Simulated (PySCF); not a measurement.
AsF: from constants to spectrum

UHF-CCSD(T) constants of AsF, ³Σ⁻ (triplet), unpaired electrons π ↑↑ (basis As x2c-SVPall, F x2c-SVPall; spin-free X2C with a Gaussian nucleus; PySCF 2.14; masses 74.9216 and 18.9984 u):

| Property | Result |
| --- | --- |
| ωe | 684.3 cm⁻¹ |
| ωexe | 3.06 cm⁻¹ |
| Be | 0.35838 cm⁻¹ |
| αe | 0.00235 cm⁻¹ |
| D (centrifugal) | 3.93e-07 cm⁻¹ |
| De to As + F | 3.42 eV |

**Question.** Give the vibrational terms G(v) and spacings up to v = 6.

**Answer.** G(v) = ωe(v+½) − ωexe(v+½)².

```tsv
v	G(v) (cm⁻¹)	G(v) − G(v−1)	Bv (cm⁻¹)
0	341		0.3572
1	1020	678	0.3549
2	1692	672	0.3525
3	2358	666	0.3502
4	3017	660	0.3478
5	3671	654	0.3455
6	4319	648	0.3431
```

**Question.** How well does the Morse estimate ωe²/(4ωexe) reproduce De, and what is D0?

**Answer.** It gives 4.74 eV, 139 % of the computed De. D0 = De − G(0) = 3.42 − 0.04 = 3.38 eV.

Correlated steps freeze 10 core orbitals. Correlated levels converge slowly with the basis: in double zeta they bind strong bonds too weakly, by up to about 1 eV, and carry superposition errors of some tenths. Spin–orbit coupling is left out. The state was picked by a PBE0 search and need not be the measured ground state.
